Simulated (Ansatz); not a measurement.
A short molecular-dynamics run on C2H7FSSi (`CC[SiH](F)S`).

```yaml
crystal:
  periodic: [false, false, false]
  atoms:
    - {symbol: C, position_ang: [-0.422465, -0.677931, 1.517058]}
    - {symbol: C, position_ang: [0.265291, 0.289966, 0.555721]}
    - {symbol: Si, position_ang: [0.083927, -0.191768, -1.230203]}
    - {symbol: F, position_ang: [-1.484352, -0.315577, -1.539751]}
    - {symbol: S, position_ang: [1.008682, 1.192647, -2.550459]}
    - {symbol: H, position_ang: [-0.293516, -0.362567, 2.554964]}
    - {symbol: H, position_ang: [-0.013464, -1.687657, 1.428460]}
    - {symbol: H, position_ang: [-1.494599, -0.739699, 1.319333]}
    - {symbol: H, position_ang: [-0.136063, 1.302576, 0.677465]}
    - {symbol: H, position_ang: [1.337137, 0.361087, 0.769657]}
    - {symbol: H, position_ang: [0.694856, -1.502561, -1.554497]}
    - {symbol: H, position_ang: [0.531467, 2.276182, -1.913647]}
basis:
  gaussian: {orbitals: def2-SVP}
hamiltonian: {xc: {name: BLYP}, dispersion: d3bjatm}
md: {timestep: 1 fs, n_steps: 50, ensemble: nvt_nose_hoover, temperature: 500, initial_velocities: maxwell_boltzmann, seed: 923}
```

```sh
$ ansatz run in.yaml --threads 4 --pin off --events-out ev --progress --plain --max-ram 10444MiB
```

```tsv
step	time (fs)	potential energy (eV)	kinetic (eV)	T (K)	conserved (eV)
0	0.0	-23609.5573	0.6463	500	-23608.9110
1	1.0	-23609.4649	0.5600	433	-23608.9049
2	2.0	-23609.3234	0.4307	333	-23608.8927
3	3.0	-23609.3001	0.4043	313	-23608.8958
4	4.0	-23609.3593	0.4549	352	-23608.9045
5	5.0	-23609.3723	0.4673	362	-23608.9052
6	6.0	-23609.3112	0.4092	317	-23608.9023
7	7.0	-23609.2146	0.3162	245	-23608.8989
8	8.0	-23609.1399	0.2459	190	-23608.8946
9	9.0	-23609.1526	0.2596	201	-23608.8938
10	10.0	-23609.2606	0.3605	279	-23608.9011
11	11.0	-23609.3572	0.4488	347	-23608.9097
12	12.0	-23609.3262	0.4210	326	-23608.9069
13	13.0	-23609.2183	0.3250	251	-23608.8952
14	14.0	-23609.1938	0.3002	232	-23608.8959
15	15.0	-23609.2516	0.3517	272	-23608.9026
16	16.0	-23609.2928	0.3925	304	-23608.9034
17	17.0	-23609.2874	0.3885	301	-23608.9026
18	18.0	-23609.2425	0.3456	267	-23608.9012
19	19.0	-23609.1837	0.2909	225	-23608.8975
20	20.0	-23609.1666	0.2767	214	-23608.8950
21	21.0	-23609.2235	0.3299	255	-23608.8992
22	22.0	-23609.2933	0.3931	304	-23608.9064
23	23.0	-23609.2786	0.3800	294	-23608.9056
24	24.0	-23609.2012	0.3131	242	-23608.8957
25	25.0	-23609.1951	0.3071	238	-23608.8964
26	26.0	-23609.2554	0.3599	278	-23608.9046
27	27.0	-23609.2677	0.3735	289	-23608.9042
28	28.0	-23609.2222	0.3329	258	-23608.9001
29	29.0	-23609.1718	0.2851	221	-23608.8982
30	30.0	-23609.1489	0.2643	205	-23608.8969
31	31.0	-23609.1759	0.2925	226	-23608.8964
32	32.0	-23609.2542	0.3676	284	-23608.9005
33	33.0	-23609.3212	0.4297	332	-23608.9067
34	34.0	-23609.2926	0.4027	312	-23608.9063
35	35.0	-23609.1880	0.3101	240	-23608.8954
36	36.0	-23609.1630	0.2893	224	-23608.8922
37	37.0	-23609.2607	0.3774	292	-23608.9029
38	38.0	-23609.3351	0.4489	347	-23608.9073
39	39.0	-23609.3061	0.4248	329	-23608.9038
40	40.0	-23609.2147	0.3402	263	-23608.8984
41	41.0	-23609.1447	0.2759	213	-23608.8938
42	42.0	-23609.1653	0.2976	230	-23608.8938
43	43.0	-23609.2754	0.4036	312	-23608.8993
44	44.0	-23609.3917	0.5147	398	-23608.9064
45	45.0	-23609.4088	0.5310	411	-23608.9093
46	46.0	-23609.2968	0.4294	332	-23608.9008
47	47.0	-23609.1906	0.3359	260	-23608.8898
48	48.0	-23609.2393	0.3789	293	-23608.8970
49	49.0	-23609.3500	0.4822	373	-23608.9063
50	50.0	-23609.3769	0.5114	396	-23608.9062
```

Velocities are drawn at the set temperature; a run this short doesn't reach equilibrium.

Frames (Å, forces in eV/Å):

```xyz
12
time=0.0 fs
C    -0.422   -0.678    1.517    0.050    0.084   -0.003
C     0.265    0.290    0.556   -0.033   -0.108   -0.038
Si    0.084   -0.192   -1.230    1.100   -0.183    0.157
F    -1.484   -0.316   -1.540   -1.574   -0.124   -0.272
S     1.009    1.193   -2.550    0.475   -0.008   -0.601
H    -0.294   -0.363    2.555    0.047    0.130    0.541
H    -0.013   -1.688    1.428    0.195   -0.515   -0.037
H    -1.495   -0.740    1.319   -0.540   -0.042   -0.101
H    -0.136    1.303    0.677   -0.179    0.499    0.047
H     1.337    0.361    0.770    0.515    0.058    0.105
H     0.695   -1.503   -1.554    0.125   -0.214   -0.031
H     0.531    2.276   -1.914   -0.181    0.424    0.234
12
time=3.0 fs
C    -0.409   -0.669    1.488   -0.386   -1.048    1.689
C     0.251    0.309    0.567    3.285   -2.441   -0.507
Si    0.079   -0.211   -1.215    1.614    0.329   -0.206
F    -1.487   -0.307   -1.551   -1.432   -0.320   -0.230
S     1.005    1.197   -2.553    0.636   -1.061   -0.935
H    -0.264   -0.342    2.563   -0.368   -0.223   -0.540
H     0.015   -1.719    1.456   -0.174    0.643   -0.241
H    -1.493   -0.749    1.263   -0.046   -0.041    0.235
H    -0.109    1.271    0.699   -0.897    2.663    0.373
H     1.400    0.298    0.811   -1.483    0.335   -0.494
H     0.791   -1.487   -1.548   -0.257   -0.070    0.087
H     0.624    2.265   -1.898   -0.492    1.233    0.770
12
time=6.0 fs
C    -0.399   -0.667    1.471   -1.355   -1.081    1.812
C     0.257    0.314    0.576    0.943    1.584   -0.468
Si    0.079   -0.230   -1.201    1.481    0.872   -0.621
F    -1.497   -0.299   -1.563   -0.885   -0.457   -0.079
S     1.002    1.200   -2.557    0.006    0.459    0.261
H    -0.264   -0.338    2.535   -0.435   -0.171   -0.211
H     0.032   -1.705    1.464   -0.044    0.406   -0.375
H    -1.495   -0.762    1.227    0.433   -0.019    0.410
H    -0.139    1.412    0.743    0.666   -1.641   -0.308
H     1.356    0.264    0.816   -0.309    0.565   -0.300
H     0.865   -1.478   -1.535   -0.542    0.010    0.153
H     0.681    2.340   -1.830    0.042   -0.527   -0.273
12
time=9.0 fs
C    -0.398   -0.672    1.465   -1.154   -0.096    0.791
C     0.269    0.329    0.580   -1.698    1.721   -0.799
Si    0.083   -0.245   -1.188    0.836    1.479   -0.898
F    -1.511   -0.293   -1.575   -0.154   -0.532    0.130
S     1.000    1.203   -2.561   -0.153    0.976    0.809
H    -0.299   -0.347    2.496   -0.214    0.124    0.927
H     0.047   -1.663    1.441    0.383   -0.679   -0.303
H    -1.468   -0.777    1.222   -0.235   -0.083    0.138
H    -0.123    1.442    0.765    0.686   -1.951   -0.450
H     1.299    0.275    0.798    2.112    0.441    0.261
H     0.894   -1.469   -1.509   -0.551   -0.166    0.115
H     0.737    2.378   -1.779    0.142   -1.234   -0.722
12
time=12.0 fs
C    -0.404   -0.678    1.467    0.111    0.000    1.015
C     0.273    0.353    0.580    1.607   -2.483   -0.556
Si    0.090   -0.256   -1.178    0.060    1.958   -1.066
F    -1.525   -0.290   -1.586    0.538   -0.545    0.335
S     0.997    1.209   -2.563    0.052   -0.163    0.194
H    -0.353   -0.350    2.521   -0.015   -0.177    0.236
H     0.089   -1.666    1.393   -0.030   -0.088    0.017
H    -1.460   -0.799    1.229   -0.613   -0.121   -0.185
H    -0.059    1.332    0.753   -0.843    2.077    0.170
H     1.379    0.324    0.793   -0.392    0.213   -0.155
H     0.877   -1.476   -1.473   -0.374   -0.433    0.031
H     0.804    2.321   -1.784   -0.100   -0.236   -0.036
12
time=15.0 fs
C    -0.410   -0.684    1.475    0.070   -0.222    0.962
C     0.286    0.363    0.576    1.765   -1.539    0.285
Si    0.097   -0.262   -1.172   -0.564    1.964   -1.310
F    -1.537   -0.290   -1.597    1.073   -0.493    0.510
S     0.995    1.214   -2.565    0.236   -1.814   -0.899
H    -0.408   -0.367    2.567    0.202   -0.428   -0.683
H     0.129   -1.677    1.347   -0.545    0.587    0.382
H    -1.494   -0.830    1.222    0.430    0.052   -0.124
H    -0.054    1.366    0.750   -0.590    1.106   -0.026
H     1.441    0.391    0.779   -1.515   -0.106   -0.206
H     0.828   -1.518   -1.435   -0.266   -0.401   -0.014
H     0.863    2.249   -1.786   -0.296    1.293    1.123
12
time=18.0 fs
C    -0.417   -0.692    1.490   -0.092    0.342   -0.249
C     0.311    0.362    0.573   -1.715    1.631    0.817
Si    0.102   -0.261   -1.169   -0.940    1.418   -1.486
F    -1.544   -0.291   -1.604    1.377   -0.390    0.628
S     0.993    1.216   -2.568    0.068   -0.580    0.126
H    -0.447   -0.418    2.564    0.316   -0.071   -0.019
H     0.127   -1.647    1.332   -0.196   -0.150    0.414
H    -1.497   -0.857    1.205    0.646    0.184   -0.110
H    -0.097    1.490    0.745    0.562   -2.215   -0.533
H     1.391    0.451    0.751    0.349   -0.210    0.297
H     0.754   -1.592   -1.397   -0.278    0.051   -0.009
H     0.899    2.266   -1.710   -0.097   -0.009    0.125
12
time=21.0 fs
C    -0.423   -0.697    1.503    0.769    0.916   -1.053
C     0.324    0.371    0.576   -2.779    0.615    0.530
Si    0.105   -0.256   -1.171   -1.074    0.719   -1.325
F    -1.545   -0.294   -1.609    1.408   -0.235    0.667
S     0.991    1.215   -2.572    0.005    0.510    1.121
H    -0.460   -0.473    2.562    0.216    0.354    0.763
H     0.110   -1.630    1.350    0.292   -0.834    0.204
H    -1.454   -0.869    1.177   -0.390    0.125   -0.262
H    -0.101    1.448    0.698    0.266   -1.369   -0.255
H     1.371    0.493    0.747    1.457   -0.193    0.532
H     0.657   -1.661   -1.360   -0.183    0.482   -0.034
H     0.926    2.285   -1.621    0.014   -1.088   -0.887
12
time=24.0 fs
C    -0.423   -0.696    1.510    1.287    0.136   -0.294
C     0.321    0.382    0.583    1.516   -3.588    0.449
Si    0.104   -0.249   -1.177   -1.046    0.257   -0.961
F    -1.539   -0.299   -1.611    1.177   -0.037    0.625
S     0.989    1.215   -2.572    0.039    0.066    0.770
H    -0.455   -0.502    2.610    0.027    0.313   -0.395
H     0.110   -1.672    1.387   -0.120    0.185    0.107
H    -1.436   -0.871    1.129   -0.431    0.122    0.024
H    -0.094    1.318    0.632   -1.483    3.009    0.342
H     1.445    0.517    0.782   -1.095   -0.374    0.001
H     0.546   -1.693   -1.327    0.109    0.484   -0.120
H     0.954    2.221   -1.599    0.020   -0.573   -0.549
12
time=27.0 fs
C    -0.416   -0.695    1.514    0.368   -0.419   -0.252
C     0.324    0.373    0.593    0.127   -0.423    0.325
Si    0.100   -0.240   -1.186   -0.940    0.245   -0.542
F    -1.528   -0.303   -1.611    0.727    0.158    0.520
S     0.988    1.216   -2.571    0.063   -1.426   -0.755
H    -0.447   -0.504    2.630   -0.117    0.331   -0.836
H     0.103   -1.702    1.433   -0.252    0.670   -0.083
H    -1.449   -0.861    1.085    0.479    0.184    0.608
H    -0.183    1.374    0.590    0.237   -0.256    0.381
H     1.444    0.512    0.822   -1.210   -0.129   -0.119
H     0.444   -1.685   -1.303    0.474    0.045   -0.226
H     0.983    2.115   -1.616    0.043    1.020    0.979
12
time=30.0 fs
C    -0.405   -0.695    1.515   -0.164    0.250   -0.870
C     0.328    0.359    0.605   -3.097    1.083   -0.609
Si    0.093   -0.231   -1.197   -0.534    0.275   -0.040
F    -1.514   -0.307   -1.607    0.086    0.293    0.361
S     0.986    1.213   -2.571    0.067   -0.916   -0.353
H    -0.449   -0.476    2.590   -0.151    0.509    0.254
H     0.079   -1.685    1.472    0.265   -0.183   -0.260
H    -1.430   -0.837    1.089    0.152    0.015    0.499
H    -0.262    1.432    0.582    1.329   -2.067    0.437
H     1.358    0.498    0.855    1.257    0.366    0.319
H     0.381   -1.673   -1.299    0.691   -0.274   -0.271
H     1.017    2.082   -1.563    0.100    0.649    0.532
12
time=33.0 fs
C    -0.395   -0.694    1.512    0.192    0.589   -0.208
C     0.313    0.351    0.613   -1.001   -0.173   -0.722
Si    0.085   -0.221   -1.208    0.295   -0.234    0.372
F    -1.500   -0.310   -1.603   -0.666    0.330    0.166
S     0.985    1.207   -2.572    0.186    0.505    1.101
H    -0.462   -0.406    2.564    0.009    0.310    0.468
H     0.074   -1.679    1.491    0.399   -0.458   -0.167
H    -1.403   -0.812    1.132   -0.875   -0.246   -0.070
H    -0.239    1.331    0.610    0.307   -0.235    0.383
H     1.353    0.510    0.909    0.467    0.187   -0.070
H     0.377   -1.680   -1.318    0.648    0.017   -0.231
H     1.059    2.100   -1.471    0.038   -0.590   -1.023
12
time=36.0 fs
C    -0.384   -0.689    1.507   -0.616   -0.203    0.997
C     0.291    0.340    0.616    2.840   -2.589   -0.647
Si    0.077   -0.212   -1.218    1.137   -0.724    0.632
F    -1.488   -0.311   -1.597   -1.324    0.248   -0.022
S     0.984    1.203   -2.571    0.267    0.669    1.043
H    -0.474   -0.313    2.570    0.273   -0.389   -0.484
H     0.099   -1.703    1.496   -0.140    0.489    0.056
H    -1.437   -0.807    1.175   -0.018   -0.246   -0.012
H    -0.203    1.235    0.672   -1.622    3.140    0.351
H     1.386    0.537    0.956   -1.226   -0.288   -0.721
H     0.427   -1.685   -1.356    0.427    0.461   -0.130
H     1.104    2.076   -1.456    0.003   -0.567   -1.064
12
time=39.0 fs
C    -0.378   -0.686    1.508   -1.608   -0.534    1.052
C     0.285    0.317    0.615   -0.269    1.987   -0.770
Si    0.073   -0.205   -1.226    1.581   -0.661    0.781
F    -1.482   -0.311   -1.591   -1.655    0.091   -0.137
S     0.984    1.200   -2.567    0.119   -0.383   -0.586
H    -0.464   -0.249    2.543    0.327   -0.610   -0.221
H     0.116   -1.693    1.505   -0.189    0.418    0.191
H    -1.473   -0.822    1.216    0.870   -0.133    0.040
H    -0.265    1.334    0.758    0.630   -1.082   -0.375
H     1.332    0.542    0.948   -0.160   -0.244   -0.421
H     0.514   -1.653   -1.405    0.172    0.493   -0.040
H     1.151    2.011   -1.522    0.182    0.659    0.488
12
time=42.0 fs
C    -0.382   -0.686    1.517   -0.867   -0.170    0.319
C     0.278    0.304    0.607   -2.574    2.590   -1.050
Si    0.073   -0.200   -1.231    1.503   -0.202    0.847
F    -1.484   -0.311   -1.586   -1.559   -0.077   -0.169
S     0.984    1.197   -2.564    0.035   -0.585   -1.229
H    -0.427   -0.233    2.504    0.166   -0.177    0.940
H     0.121   -1.654    1.530    0.258   -0.511    0.193
H    -1.447   -0.849    1.259   -0.030   -0.142   -0.247
H    -0.290    1.370    0.815    1.066   -1.947   -0.827
H     1.272    0.529    0.907    1.714    0.093    0.213
H     0.616   -1.581   -1.459    0.003    0.084    0.001
H     1.214    1.998   -1.553    0.285    1.043    1.008
12
time=45.0 fs
C    -0.393   -0.687    1.529    0.721   -0.206    0.804
C     0.256    0.309    0.593    0.709    0.143   -0.559
Si    0.079   -0.195   -1.234    1.024    0.120    0.782
F    -1.493   -0.311   -1.582   -1.080   -0.203   -0.145
S     0.985    1.192   -2.564    0.538    1.040    0.274
H    -0.376   -0.237    2.533   -0.093   -0.218    0.429
H     0.143   -1.648    1.570    0.105   -0.249    0.027
H    -1.424   -0.889    1.281   -0.919   -0.146   -0.311
H    -0.234    1.259    0.806   -0.362    0.794   -0.408
H     1.327    0.517    0.874   -0.308   -0.359   -0.266
H     0.720   -1.502   -1.513   -0.126   -0.339    0.035
H     1.298    2.061   -1.513   -0.207   -0.378   -0.662
12
time=48.0 fs
C    -0.399   -0.690    1.547    0.362   -0.634    1.052
C     0.238    0.314    0.574    2.504   -2.227   -0.143
Si    0.087   -0.191   -1.235    0.382   -0.075    0.457
F    -1.507   -0.312   -1.578   -0.357   -0.258   -0.079
S     0.987    1.189   -2.563    0.791    1.659    0.552
H    -0.333   -0.259    2.596   -0.392   -0.356   -0.656
H     0.172   -1.662    1.613   -0.325    0.429   -0.237
H    -1.462   -0.939    1.282    0.426    0.235    0.209
H    -0.212    1.226    0.765   -1.247    2.730    0.092
H     1.365    0.479    0.822   -1.311   -0.316   -0.323
H     0.813   -1.448   -1.564   -0.369   -0.362    0.141
H     1.366    2.099   -1.520   -0.465   -0.825   -1.065
12
time=50.0 fs
C    -0.401   -0.695    1.563   -0.012   -0.508    0.425
C     0.235    0.310    0.560   -0.034    0.590    0.717
Si    0.093   -0.187   -1.235   -0.100   -0.359    0.118
F    -1.517   -0.313   -1.576    0.149   -0.256   -0.031
S     0.989    1.190   -2.562    0.636    1.264   -0.085
H    -0.322   -0.290    2.613   -0.448   -0.085   -0.546
H     0.179   -1.655    1.631   -0.246    0.268   -0.345
H    -1.477   -0.963    1.289    0.898    0.384    0.387
H    -0.254    1.326    0.741    0.455   -0.694   -0.422
H     1.334    0.437    0.771   -0.427    0.011    0.025
H     0.859   -1.430   -1.592   -0.547   -0.243    0.225
H     1.390    2.088   -1.574   -0.323   -0.370   -0.470
```

It took 60 s on 4 threads of an Arm Neoverse V2 on a shared host, with 0.16 GiB of host memory at the peak.
